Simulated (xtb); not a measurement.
C₄H₁₂Si (SMILES C[Si](C)(C)C), singlet, geometry from GFN2-xTB; GFN1-xTB run with xtb 6.7.1.

Input for xtb:
```
$ xtb mol.xyz --gfn 1 --acc 30 --json

# file mol.xyz
17

C     -0.41778104    -1.21418858    -1.41267705
Si     0.00000000     0.00000000    -0.00000000
C      0.00554135     1.78528707    -0.67614402
C     -1.31041007    -0.15385282     1.37971233
C      1.72264977    -0.41724567     0.70910873
H     -1.39396412    -1.00424407    -1.83950537
H     -0.42931030    -2.24160426    -1.06128465
H      0.30997764    -1.15221546    -2.21624356
H      0.24035806     2.50337027     0.10386249
H     -0.96211391     2.05565595    -1.08813490
H      0.74182785     1.90768456    -1.46487309
H     -2.30457514     0.07745214     1.00913662
H     -1.33992132    -1.15990805     1.78735734
H     -1.10210317     0.52516646     2.20113401
H      1.75423943    -1.42860695     1.10324445
H      2.49352738    -0.33921814    -0.05171446
H      1.99205759     0.25646756     1.51702112
```

The log (banner, timings and long lists left out):

```
   ID    Z sym.   atoms
    1    6 C      1, 3-5
    2   14 Si     2
    3    1 H      6-17

           -------------------------------------------------
          |                Calculation Setup                |
           -------------------------------------------------

           -------------------------------------------------
          |                 G F N 1 - x T B                 |
           -------------------------------------------------

          ...................................................
          :                      SETUP                      :
          :.................................................:
          :  # basis functions                  50          :
          :  # atomic orbitals                  49          :
          :  # shells                           35          :
          :  # electrons                        32          :
          :  # halogen bonds                     0          :
          :  max. iterations                   250          :
          :  Hamiltonian                  GFN1-xTB          :
          :  restarted?                      false          :
          :  GBSA solvation                  false          :
          :  PC potential                    false          :
          :  electronic temp.          300.0000000     K    :
          :  accuracy                   30.0000000          :
          :  -> integral cutoff          0.2000000E+02      :
          :  -> integral neglect         0.3000000E-06      :
          :  -> SCF convergence          0.3000000E-04 Eh   :
          :  -> wf. convergence          0.6000000E-03 e    :
          :  Broyden damping             0.4000000          :
          :  net charge                          0          :
          :  unpaired electrons                  0          :
          ...................................................

 iter      E             dE          RMSdq      gap      omega  full diag
   1    -17.0182536 -0.170183E+02  0.780E+00    7.49       0.0  T
   2    -17.0238000 -0.554644E-02  0.474E+00    7.61       1.0  T
   3    -17.0238719 -0.718872E-04  0.345E-01    7.76       1.0  T
   4    -17.0244839 -0.612042E-03  0.816E-02    7.71       1.0  T
   5    -17.0245876 -0.103658E-03  0.163E-02    7.70       1.5  T
   6    -17.0245878 -0.151285E-06  0.464E-03    7.70       5.2  T
   7    -17.0245880 -0.235354E-06  0.235E-05    7.70    1030.4  T

   *** convergence criteria satisfied after 7 iterations ***

[...]
         :: total energy             -16.782096231142 Eh    ::
[...]
     9H     0.04571  0.10057   0.954  0.000  0.000
    10H     0.04571  0.10057   0.954  0.000  0.000
    11H     0.04571  0.10057   0.954  0.000  0.000
    12H     0.04571  0.10057   0.954  0.000  0.000
    13H     0.04571  0.10057   0.954  0.000  0.000
    14H     0.04571  0.10057   0.954  0.000  0.000
    15H     0.04571  0.10057   0.954  0.000  0.000
    16H     0.04571  0.10057   0.954  0.000  0.000
    17H     0.04571  0.10057   0.954  0.000  0.000

Wiberg/Mayer (AO) data.
largest (>0.10) Wiberg bond orders for each atom

 ---------------------------------------------------------------------------
     #   Z sym  total        # sym  WBO       # sym  WBO       # sym  WBO
 ---------------------------------------------------------------------------
     1   6 C    3.951 --     2 Si   1.023     8 H    0.946     6 H    0.946
                             7 H    0.946
     2  14 Si   4.608 --     4 C    1.023     1 C    1.023     3 C    1.023
                             5 C    1.023
     3   6 C    3.951 --     2 Si   1.023    11 H    0.946    10 H    0.946
                             9 H    0.946
     4   6 C    3.951 --     2 Si   1.023    13 H    0.946    14 H    0.946
                            12 H    0.946
     5   6 C    3.951 --     2 Si   1.023    16 H    0.946    15 H    0.946
                            17 H    0.946
     6   1 H    1.000 --     1 C    0.946
     7   1 H    1.000 --     1 C    0.946
     8   1 H    1.000 --     1 C    0.946
     9   1 H    1.000 --     3 C    0.946
    10   1 H    1.000 --     3 C    0.946
    11   1 H    1.000 --     3 C    0.946
    12   1 H    1.000 --     4 C    0.946
    13   1 H    1.000 --     4 C    0.946
    14   1 H    1.000 --     4 C    0.946
    15   1 H    1.000 --     5 C    0.946
    16   1 H    1.000 --     5 C    0.946
    17   1 H    1.000 --     5 C    0.946
 ---------------------------------------------------------------------------

Topologies differ in total number of bonds
Writing topology from bond orders to xtbtopo.mol

 dipole moment from electron density (au)
     X       Y       Z
  -0.0000  -0.0000   0.0000  total (Debye):    0.000

           -------------------------------------------------
          | TOTAL ENERGY              -16.782096231142 Eh   |
          | GRADIENT NORM               0.029568054938 Eh/α |
          | HOMO-LUMO GAP               7.703572524804 eV   |
           -------------------------------------------------

normal termination of xtb
```
